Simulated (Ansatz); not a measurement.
One change: `CC=C(O)O` becomes `OC(O)=[CH][SnH3]`.

Ansatz, PBE0-D4/def2-TZVP geometries, multiplicity 1. Each molecule was computed in one conformer, which needn't be the lowest.

Elements past krypton have def2 core potentials.

```csv
property,`CC=C(O)O`
LUMO energy (PBE0/def2-TZVPP) / eV,0.75
HOMO energy (B3LYP/def2-TZVPP) / eV,-5.74
HOMO–LUMO gap (PBE/def2-TZVPP) / eV,4.59
LUMO energy (PBE/def2-TZVPP) / eV,-0.13
size of the dipole moment (B3LYP/def2-TZVPP) / D,1.66
size of the dipole moment (ωB97M-V/def2-TZVPP) / D,1.68
```

Q: Give the same properties after the change, and the shifts. (Estimate.)

A: Ansatz gave: 
| property | `OC(O)=[CH][SnH3]` | shift |
| --- | --- | --- |
| LUMO energy (PBE0/def2-TZVPP) / eV | 0.21 | -0.54 |
| HOMO energy (B3LYP/def2-TZVPP) / eV | -6.28 | -0.54 |
| HOMO–LUMO gap (PBE/def2-TZVPP) / eV | 4.71 | 0.12 |
| LUMO energy (PBE/def2-TZVPP) / eV | -0.58 | -0.45 |
| size of the dipole moment (B3LYP/def2-TZVPP) / D | 1.06 | -0.60 |
| size of the dipole moment (ωB97M-V/def2-TZVPP) / D | 1.09 | -0.59 |

Dipoles are sizes alone; their direction can turn.

B3LYP here is the variant with VWN-RPA as its local correlation; programs differ in this.
